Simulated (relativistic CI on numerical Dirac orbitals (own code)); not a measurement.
Radial Dirac CI calculation of Sc III.

Command:

```sh
python run_levels.py task.json out
```

Input:

```
atom Sc  Z=21  charge=2  electrons=19
nucleus A=45  rms_radius_fm=3.9005
hamiltonian dirac-coulomb  breit=off  qed=on  c_scale=1
orbitals kli  potential=per-configuration
slater_scale 1
correlation none
mixing on
grid step=0.0125 r_max=34.3
scf mixing=0.7 start=green max_iterations=150 tolerance=2e-08 node_fill=0.05
configurations
  [Ar] 3d
end
```

Output:

```
SCF 1: [Ar] 3d
 iter      energy (Ha)   residual   last orbital (Ha)
    1      -759.123708   1.31e+00     -1.61574
    2      -762.637828   1.37e-01     -0.81736
    3      -762.722515   2.69e-02     -0.90957
    4      -762.723860   2.41e-03     -0.89433
    5      -762.723939   3.51e-04     -0.89178
    6      -762.723941   4.88e-05     -0.89119
    7      -762.723941   2.32e-06     -0.89125
    8      -762.723941   1.99e-07     -0.89125
    9      -762.723941   1.43e-08     -0.89125
orbital energies (Ha): 2s -18.3318  2p1/2 -15.2822  2p3/2 -15.1115  3s -2.8228  3p1/2 -2.0473  3p3/2 -2.0290  3d3/2 -0.8926  3d5/2 -0.8912
configuration averages (Ha): Dirac-Coulomb, Breit, QED
  3d                            -762.723941    0.000000    0.149293
levels: no., configuration, term, J, E (cm-1), weight
   1 3d                     2D   3/2              0.0  1.00
   2 3d                     2D   5/2            199.2  1.00
lowest total energy -762.575193 Ha
end: converged
```

Against the reference input this run has: nuclear radius 3.9005 fm, SCF mixing 0.7, Breit term off. The reference run ends at -762.349704 Ha with Breit and QED terms. With a changed speed of light or nuclear radius the levels are not those of the real ion, and the QED model is not rescaled.

With so few configurations and no correlation, terms lie too far apart (by 10 to 50 % or more near neutrality), their order can be wrong, and levels of other configurations are missing.
